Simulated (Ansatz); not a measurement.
```yaml
crystal:
  periodic: [false, false, false]
  atoms:
    - {symbol: F, position_ang: [-0.345801, -1.391697, 1.152943]}
    - {symbol: W, position_ang: [-0.037368, 0.020800, 0.018010]}
    - {symbol: F, position_ang: [0.181540, 1.483132, -1.073788]}
    - {symbol: F, position_ang: [-1.846799, 0.071292, -0.345263]}
    - {symbol: F, position_ang: [-0.383765, 1.170583, 1.420351]}
    - {symbol: Cl, position_ang: [2.161501, 0.033252, 0.554885]}
    - {symbol: Cl, position_ang: [0.270682, -1.387381, -1.727138]}
basis:
  gaussian: {orbitals: def2-mTZVPP, fitting: {mean_field: cc-pVTZ-jkfit}}
hamiltonian: {xc: {name: wB97}}
output: {forces: true}
```

```sh
$ ansatz run in.yaml --threads 8 --pin off --events-out ev --progress --plain --max-ram 18278MiB
```

Task: How does Ansatz answer? (An estimate is asked.)

Result: The calculation gave: The program refused the input.
```
Functional definition: wB97
Error: <dir> the basis set cc-pVTZ-JKFIT has no functions for W
```
